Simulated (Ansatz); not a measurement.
A structure relaxed at PBE-D4/def2-SVP in Ansatz, charge 0, singlet:

```xyz
26

Ge    2.696   -0.108    0.828
Ge   -0.745   -1.561    2.231
Ge   -0.375    2.350    1.522
Ge    0.746    1.562   -2.230
Ge   -2.695    0.108   -0.831
Ge    0.373   -2.349   -1.519
Ge    0.790    0.343    2.295
Ge    1.912   -0.448   -1.464
Ge   -1.539   -1.906   -0.057
Ge   -1.164    2.016   -0.770
H     3.452   -1.377    1.321
H     3.694    1.087    0.874
H    -0.018   -2.843    2.735
H    -1.954   -1.298    3.177
H     0.586    3.574    1.577
H    -1.583    2.652    2.457
H     1.722    2.776   -2.218
H     0.255    1.362   -3.694
H    -3.930    0.390    0.074
H    -3.211   -0.108   -2.285
H     1.110   -3.638   -1.049
H    -0.121   -2.588   -2.976
H     1.294    0.560    3.757
H     3.131   -0.734   -2.397
H    -2.520   -3.119   -0.095
H    -1.907    3.298   -1.261
```

Problem. Give its formula and point group.

Solution. Ge10H16, a cluster cut from cubic germanium. Point group Td (tolerance 0.1 Å).

Problem. Summarise the bond lengths by kind (pairs closer than 1.2 times the sum of covalent radii, bridged metal pairs left out).

Solution. 12 × Ge–Ge 2.45 Å; 16 × Ge–H 1.56 Å.
